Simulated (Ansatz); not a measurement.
Reaction: CHClF2 (chloro(difluoro)methane, SMILES FC(F)Cl) → F (doublet) + CHClF (SMILES F[CH]Cl, doublet) (the C-F bond breaks)
Each species at its own B3LYP-D3(BJ)/def2-TZVP minimum (Ansatz, a quantum-chemistry and plane-wave program).

Total energies in hartree (Ansatz). UHF or UKS for unpaired electrons; spin-orbit terms are left out. Cores are frozen in correlated methods. No relativity.

| species | HF/cc-pV(T+d)Z | CCSD(T)/cc-pV(T+d)Z | HF/cc-pV(Q+d)Z | CCSD(T)/cc-pV(Q+d)Z | CCSD(T)/cc-pV(D+d)Z | CCSDT(Q)/cc-pV(D+d)Z |
|---|---|---|---|---|---|---|
| 1: CHClF2 (chloro(difluoro)methane, SMILES FC(F)Cl) | -696.93205 | -697.83745 | -696.95486 | -697.93706 | -697.51788 | -697.51997 |
| 2: F (doublet) | -99.40552 | -99.62036 | -99.41377 | -99.65026 | -99.52757 | -99.52776 |
| 3: CHClF (SMILES F[CH]Cl, doublet) | -597.40254 | -598.02874 | -597.41747 | -598.09544 | -597.81417 | -597.81598 |

### Question
Work out the bond dissociation energy (electronic) in kJ/mol: take Hartree-Fock from cc-pV(Q+d)Z, extrapolate the CCSD(T) correlation energy as X^-3 (X = 3, 4), and add CCSDT(Q) - CCSD(T) in cc-pV(D+d)Z. 1 hartree = 2625.5 kJ/mol.

### Answer

Species 1: correlation (64·(-0.98220) - 27·(-0.90540))/37 = -1.03824; step -0.00209; E1 = -696.95486 + (-1.03824) + (-0.00209) = -697.99519
Species 2: correlation (64·(-0.23649) - 27·(-0.21484))/37 = -0.25229; step -0.00019; E2 = -99.41377 + (-0.25229) + (-0.00019) = -99.66625
Species 3: correlation (64·(-0.67797) - 27·(-0.62620))/37 = -0.71575; step -0.00181; E3 = -597.41747 + (-0.71575) + (-0.00181) = -598.13503
-1·E1 +1·E2 +1·E3 = 0.19391 hartree = 509.1 kJ/mol.
